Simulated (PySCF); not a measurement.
BF₃, charge -1, doublet, at a GFN2-xTB geometry (a state made from the parent by changing its charge; the spin is typed, not shown lowest) (in this run its highest filled SCF level lies above zero, so its values depend strongly on the basis, on diffuse functions most of all). Base run: TPSS/def2-SVP in PySCF.

Input for PySCF:
```python
from pyscf import gto, scf, dft

mol = gto.Mole()
mol.atom = '''
    B    -0.01665964    0.22066266    0.40640217
    F    -1.17616439   -0.61899512    0.19030536
    F     0.04332344    1.13683746   -0.71306201
    F     1.14209631   -0.64043271    0.29697767
'''
mol.basis = 'def2-svp'
mol.charge = -1
mol.spin = 1
mol.verbose = 3
mol.build()

mf = dft.UKS(mol)
mf.xc = 'tpss'
mf.kernel()
mf.analyze()
```

The base run was repeated with changes; each row names its change, and settings that it needs were set with it.

```tsv
change	E (Eh)	HOMO (eV)	<S^2>
base	-324.28095	2.66	0.751
functional = lc_wpbe	-324.08212	-1.37	0.751
functional = revpbe	-324.14502	2.91	0.751
functional = lda,vwn	-322.09319	2.89	0.751
functional = m06l	-324.21390	2.53	0.753
functional = hse06	-323.97282	1.78	0.751
functional = b3lyp	-324.26211	1.74	0.751
functional = b97-1	-324.16838	1.84	0.751
functional = bhandhlyp	-324.13922	0.09	0.751
functional = scan	-324.16720	2.38	0.752
functional = r2scan	-324.12092	2.37	0.752
functional = mn15	-323.98141	1.26	0.752
functional = pw6b95	-324.60518	1.40	0.751
```

Total energies compare only within one method and basis.

Open shells are given as the SCF converged; they aren't shown to be the lowest states, and a large step between rows can be another state.
